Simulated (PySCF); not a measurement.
SMILES COc1ccc(C(C)=O)s1 (C₇H₈O₂S), singlet, GFN2-xTB optimised geometry.

```
18

C     -2.37    -2.64     0.00
O     -0.97    -2.82     0.00
C     -0.22    -1.72     0.00
C      1.16    -1.72     0.00
C      1.69    -0.42     0.00
C      0.74     0.57     0.00
C      0.86     2.01     0.00
C      2.27     2.55     0.00
O     -0.12     2.73     0.01
S     -0.87    -0.11     0.00
H     -2.81    -3.63     0.00
H     -2.70    -2.08     0.88
H     -2.69    -2.09    -0.90
H      1.74    -2.62     0.00
H      2.75    -0.23     0.00
H      2.80     2.21    -0.89
H      2.81     2.19     0.88
H      2.24     3.63     0.02
```

Density from PBE0/def2-SVP in PySCF at that geometry.

Minimum of the electron density along straight lines between bonded atoms, close to the bond critical point (lines longer than 1.1 times the sum of covalent radii, or with two minima, are not listed):

```tsv
bond	length / Å	ρ at the minimum / e bohr⁻³	∇²ρ there / e bohr⁻⁵	position (fraction from the first atom)
C1–O2	1.410	0.250	-0.27	0.34
O2–C3	1.336	0.302	-0.23	0.67
C3–C4	1.374	0.316	-0.81	0.53
C4–C5	1.398	0.303	-0.75	0.50
C5–C6	1.373	0.315	-0.78	0.50
C6–C7	1.450	0.283	-0.70	0.51
C7–C8	1.513	0.254	(withheld)	0.51
C7–O9	1.215	(withheld)	0.28	0.33
C3–S10	1.732	0.214	-0.49	0.49
C6–S10	1.745	0.206	(withheld)	0.45
C1–H11	1.088	0.285	-1.12	0.64
C1–H12	1.094	0.281	-1.07	0.64
C1–H13	1.094	0.281	-1.07	0.64
C4–H14	1.074	0.284	-1.09	0.64
C5–H15	1.075	0.285	-1.11	0.64
C8–H16	1.088	0.274	-1.00	0.63
C8–H17	1.088	0.274	-1.00	0.63
C8–H18	1.087	0.278	-1.04	0.64
```

Task: Some entries are withheld; supply them.

Result: 
- C7–C8, ∇²ρ there / e bohr⁻⁵: -0.61
- C7–O9, ρ at the minimum / e bohr⁻³: 0.406
- C6–S10, ∇²ρ there / e bohr⁻⁵: -0.40
